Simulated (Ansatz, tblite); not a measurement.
Isomers of Al5Ru2⁻ (singlet), found by a short tight-binding search and relaxed with PBE-D4/def2-SVPD in Ansatz.

In the def2 sets Ru takes a core potential; there is no spin–orbit coupling. The xTB rows come from tblite.

Run but left out: HF/STO-3G (A: restricted singlet, unstable in another Hartree–Fock run and untested here); HF/def2-SVPD, HF/def2-TZVPD, MP2/def2-SVPD, MP2/def2-TZVPD, CCSD/def2-SVPD, CCSD(T)/def2-SVPD (A: restricted singlet, unstable towards broken spin symmetry).

A: The restricted singlet is unstable towards broken spin symmetry in Hartree–Fock (as tested in another run); at PBE-D4/def2-TZVPD, r2SCAN-D4/def2-TZVPD, B97M-V/def2-TZVPD, r2SCANh-D4/def2-TZVPD and others this wasn't settled. B: The restricted singlet is unstable towards broken spin symmetry in Hartree–Fock (as tested in another run); at PBE-D4/def2-TZVPD, r2SCAN-D4/def2-TZVPD, B97M-V/def2-TZVPD, r2SCANh-D4/def2-TZVPD and others this wasn't settled. C: The restricted singlet is unstable towards broken spin symmetry in Hartree–Fock (as tested in another run); at PBE-D4/def2-TZVPD, r2SCAN-D4/def2-TZVPD, B97M-V/def2-TZVPD, r2SCANh-D4/def2-TZVPD and others this wasn't settled.

Other spin states weren't relaxed.

A:

```xyz
7

Ru    0.479    0.558    0.450
Ru   -1.901   -0.953   -1.498
Al    2.776    0.745    0.071
Al    0.016   -1.604   -0.339
Al    1.011    0.147    2.688
Al   -1.985    0.299    0.483
Al   -0.395    0.809   -1.855
```

B:

```xyz
7

Ru   -0.954    1.002   -0.295
Ru   -0.309   -1.238   -1.329
Al   -0.073   -0.846    1.041
Al    1.668   -2.383   -0.795
Al    0.562    2.161    1.047
Al    1.337    0.461   -1.379
Al   -2.230    0.843    1.712
```

C:

| atom | x (Å) | y (Å) | z (Å) |
| --- | --- | --- | --- |
| Ru1 | 0.350 | 1.316 | -0.705 |
| Ru2 | -0.383 | 0.325 | 1.449 |
| Al3 | 1.758 | -0.493 | 0.371 |
| Al4 | 1.326 | 0.018 | -2.451 |
| Al5 | -0.168 | -2.000 | 1.933 |
| Al6 | -2.045 | 1.652 | 0.065 |
| Al7 | -0.837 | -0.818 | -0.661 |

Question: Estimate their order by electronic energy at PBE0-D4/def2-TZVPD, counted from the lowest.

Answer: A (0.00) < B (0.36) < C (0.51), in eV.

Question: Do the other levels pick the same lowest one?

Answer: Not GFN1-xTB. Energies above each level's lowest (eV):

```
                level     A     B     C
             GFN1-xTB  2.24  0.64  0.00
             GFN2-xTB  0.00  1.88  0.94
    PBE-D4/def2-TZVPD  0.00  0.37  0.47
 r2SCAN-D4/def2-TZVPD  0.00  0.38  0.44
    B97M-V/def2-TZVPD  0.00  0.09  0.15
r2SCANh-D4/def2-TZVPD  0.00  0.38  0.47
   PBE0-D4/def2-TZVPD  0.00  0.36  0.51
   ωB97X-V/def2-TZVPD  0.00  0.28  0.47
```
Point groups (tolerance 0.1 Å): A Cs, B not assigned, C Cs. Lower isomers may exist.
